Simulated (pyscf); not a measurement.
PySCF, gas phase, ωB97X-D3(BJ)/def2-SVP geometries. Singlets are restricted, triplets unrestricted.

Singlet (Å):
```xyz
5

O     -0.1789    -0.0636    -1.0210
Pb     1.5086     0.8234    -0.1428
O      1.6940    -0.5199     1.4594
H     -0.5216    -0.8490    -0.5764
H      1.0382    -1.2276     1.4930
```

Triplet (Å):
```xyz
5

O      1.0700    -1.7674    -0.7901
Pb     0.4018     0.2410    -1.2182
O     -0.6117     1.3706     0.3178
H      0.3889    -2.3591    -1.1475
H      0.0592     1.9479     0.7160
```

Question: For these two minima of HO–Pb:–OH, which spin state lies lower at ωB97X-D3(BJ)/def2-TZVP, and by how much (electronic energies)?

Answer: The singlet, by 326.6 kJ/mol. Zero-point energy shifts E(triplet) − E(singlet) by -1.6 kJ/mol. The 7 functionals that were run give +287.0 (r²SCAN) to +326.6 kJ/mol (ωB97X-D3(BJ)). Other isomers of HO–Pb:–OH [singlet] were not searched in full and may lie lower. 

E(triplet) − E(singlet) by level (kJ/mol):

| level | gap |
|---|---|
| ωB97X-D3(BJ)/def2-TZVP | +326.6 |
| PBE/def2-TZVP | +289.0 |
| r²SCAN/def2-TZVP | +287.0 |
| B3LYP-D3(BJ)/def2-TZVP | +302.5 |
| PBE0-D3(BJ)/def2-TZVP | +299.2 |
| M06-2X/def2-TZVP | +310.6 |
| ωB97M-D3(BJ)/def2-TZVP | +319.6 |
| HF/def2-TZVP | +273.1 |

The triplet is the lowest one reached from the SCF start used. Elements past Kr carry the def2 core potentials, without spin-orbit coupling.
